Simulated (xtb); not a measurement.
SiFCl2Br, SMILES F[Si](Cl)(Cl)Br. All values are semi-empirical tight-binding results from xtb (GFN2-xTB unless named), good for trends rather than for accurate numbers. The structure is a stationary point at GFN2-xTB.

Computed properties:
```json
{
 "point_group_as_xtb_finds_it": "Cs",
 "orbital_gap": "6.56 eV",
 "zero_point_energy": "4.5 kcal/mol",
 "G − E(el) at 298.15 K (modified RRHO)": "-16.5 kcal/mol",
 "static polarisability (D4 model)": "83.1 bohr³",
 "solvation energy, GFN2-xTB/ALPB(water)": "0.6 kcal/mol",
 "solvation energy, GFN2-xTB/ALPB(benzene)": "-3.3 kcal/mol"
}
```
